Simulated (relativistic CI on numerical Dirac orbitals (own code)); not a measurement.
# Sensitivity of the levels of Tc20+ to α and to the nuclear radius

These numbers are calculated, not measured: Dirac-Coulomb-Breit CI, orbitals from a KLI potential per configuration, derivatives by finite differences, unscaled Slater integrals, QED left out (own radial code, finite nucleus).

Configuration list (outside the closed core [Ne]): 3s2 3p6 3d5, 3s2 3p5 3d6, 3s2 3p4 3d7, 3s 3p6 3d6, 3p6 3d7, 3s 3p5 3d7, 3s2 3p6 3d4 4s, 3s2 3p6 3d3 4s2. Levels of other configurations are missing.

With x = (α/α₀)² − 1 an excitation energy changes as ω = ω₀ + qx; K = 2q/ω₀ is the relative enhancement. Terms are leading LS components, so labels can repeat. The field-shift factor is F = δν/δ⟨r²⟩ for the transition from the lowest level.

Lowest level 3s2 3p6 3d5 6S_5/2.

| Level | ω₀ (cm⁻¹) | q (cm⁻¹) | F (GHz/fm²) |
| --- | --- | --- | --- |
| 3s2 3p6 3d5 4G_5/2 | 90459.7 | -31960 | -0.0751 |
| 3s2 3p6 3d5 4G_7/2 | 106282.0 | -5630 | 0.0988 |
| 3s2 3p6 3d5 4P_3/2 | 107727.2 | -8374 | 0.0442 |
| 3s2 3p6 3d5 4G_11/2 | 108377.2 | -552.3 | 0.139 |
| 3s2 3p6 3d5 4G_5/2 | 108912.0 | 1587 | 0.119 |
| 3s2 3p6 3d5 4G_9/2 | 111790.9 | 5320 | 0.169 |
| 3s2 3p6 3d5 4P_1/2 | 116493.9 | 2678 | 0.111 |
| 3s2 3p6 3d5 4D_7/2 | 132067.0 | 10710 | 0.175 |
| 3s2 3p6 3d5 4D_5/2 | 140013.2 | 8129 | 0.172 |
| 3s2 3p6 3d5 4D_1/2 | 144476.3 | 24670 | 0.249 |
| 3s2 3p6 3d5 4D_3/2 | 147463.9 | 25580 | 0.264 |
| 3s2 3p6 3d5 2I_11/2 | 155892.0 | 3037 | 0.245 |
| 3s2 3p6 3d5 2D_3/2 | 164938.0 | 6237 | 0.2 |

At this charge energies of transitions that change n are usually good to better than 1 %, and those within a shell (Δn = 0) to a few per cent. Terms inside the open d or f shell come out 10 to 20 % too wide with unscaled integrals.

Which transition from the lowest level has the largest |K|?

3s2 3p6 3d5 4G_5/2 at 90459.7 cm⁻¹, K = -0.707.
